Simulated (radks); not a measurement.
The numbers below are computed, except where a source is named.
Question: Zn I, configuration [Ar] 3d10 4s2. Level of theory: non-relativistic Kohn-Sham, LB94 model potential, spin-polarised, spherical densities, point nucleus (a radial shooting solver on a logarithmic mesh with Libxc functionals). Some entries of the table are withheld. Estimate them.

orbital  occ.  eigenvalue (hartree)  <r> (bohr)  <r^2> (bohr^2)
1s          2             -348.5357     0.05100        0.003483
2s          2             -42.41983      0.2291         0.06176
2p          6                   (1)      0.1988         0.04837
3s          2                   (2)      0.6948          0.5580
3p          6                   (3)      0.7206             (4)
3d         10              -0.64367      0.8821           1.036
4s          2              -0.38029       2.524           7.439

Answer: 
(1) 2p eigenvalue (hartree): -37.52023
(2) 3s eigenvalue (hartree): -4.81708
(3) 3p eigenvalue (hartree): -3.26524
(4) 3p <r^2> (bohr^2): 0.6138
